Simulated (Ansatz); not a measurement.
`[SiH3][Sn]([SiH3])([Cl])[Cl]` → `[SiH3][SnH]([Cl])[Cl]` + `[SiH2]` at 600 K and 1 bar (silylene loss).

Program: Ansatz. Geometries: PBE0-D4/def2-TZVP. ΔE: electronic, gas phase. CBS: MP2 limit from def2 TZ/QZ plus the TZ coupled-cluster correction, frozen cores. This one scheme is used for every species. Elements past krypton have def2 core potentials. For Sn outer-core shells are correlated without core-valence functions, which leaves a few kJ/mol of doubt a bond.

| species | CCSD(T)/CBS energy (Eh) | H − E (kJ/mol) | S (J/(mol·K)) |
| --- | --- | --- | --- |
| `[SiH3][Sn]([SiH3])([Cl])[Cl]` | -1715.44941 | 220.2 | 572.6 |
| `[SiH3][SnH]([Cl])[Cl]` | -1425.15460 | 151.4 | 477.9 |
| `[SiH2]` | -290.19011 | 52.1 | 233.9 |

H − E and S are ideal-gas, rigid-rotor, harmonic terms from PBE0-D4/def2-TZVP. 1 Eh = 2625.50 kJ/mol, R = 8.31446 J/(mol·K).

By hand: ΔE, ΔH, ΔS and ΔG.

ΔE = (-1425.15460) + (-290.19011) − (-1715.44941) = 0.10470 Eh = 274.9 kJ/mol. Δ(H − E) = 151.4 + 52.1 − 220.2 = -16.7, so ΔH = 258.2 kJ/mol. ΔS = 477.9 + 233.9 − 572.6 = 139.2 J/(mol·K). ΔG = 258.2 − 600 × (139.2)/1000 = 174.7 kJ/mol.

By hand: the equilibrium constant, and the temperature at which ΔG would vanish if ΔH and ΔS stayed fixed.

log₁₀ K = −ΔG/(RT ln 10) = -15.2. ΔG = 0 at ΔH/ΔS = 1855 K.

The number of gas molecules changes by +1, which sets the sign of ΔS. A doubt of 5 kJ/mol in ΔE shifts log₁₀ K by 0.4 here. These are equilibria of isolated gas molecules and say nothing of rates. Largest T1 diagnostic: 0.014 (customary marks: 0.02 for closed shells, 0.045 for open ones).
